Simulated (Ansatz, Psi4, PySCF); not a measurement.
IIn (SMILES [In][I]), singlet, at a GFN2-xTB geometry (such geometries of metal compounds can be far from the true shape) (core potentials on I, In). Base run: BHANDHLYP/def2-TZVP (PySCF).

Here is a job for PySCF.
```python
from pyscf import gto, scf, dft

mol = gto.Mole()
mol.atom = '''
    In   -0.000000   -0.000000   -1.449296
    I     0.000000    0.000000    1.339916
'''
mol.basis = 'def2-tzvp'
mol.ecp = {'I': 'def2-tzvp', 'In': 'def2-tzvp'}
mol.charge = 0
mol.spin = 0
mol.verbose = 3
mol.build()

mf = dft.RKS(mol)
mf.xc = 'bhandhlyp'
mf.kernel()
```

The same geometry, method and basis name were run in Ansatz (a quantum-chemistry and plane-wave program) and Psi4 and PySCF, at each program's defaults and at the settings that a row names. The base is PySCF at its defaults. Differences at the defaults can come from grids, fitting, cores and function types together.

| code and settings | ΔE vs base (mEh) | basis functions | E (Eh) | SCF cycles | dipole (D) |
|---|---|---|---|---|---|
| PySCF, defaults (exact integrals, its default grid, spherical functions) | 0.000 | 100 | -487.80498 | 12 | 3.86 |
| Psi4, defaults (density fitting with its default set, its default grid, spherical functions) | -0.024 | 100 | -487.80500 | 9 | 3.86 |
| Ansatz, defaults (factorised integrals, its default grid, spherical functions) | 0.012 | 100 | -487.80496 | - | - |
| PySCF, density fitting with def2-universal-jkfit | -0.008 | 100 | -487.80498 | 12 | 3.86 |
| PySCF, fine grid | -0.001 | 100 | -487.80498 | 12 | 3.86 |
| Psi4, exact integrals, spherical functions, fine grid | -0.002 | 100 | -487.80498 | 12 | 3.86 |
| Ansatz, high accuracy | -0.002 | 100 | -487.80498 | - | - |
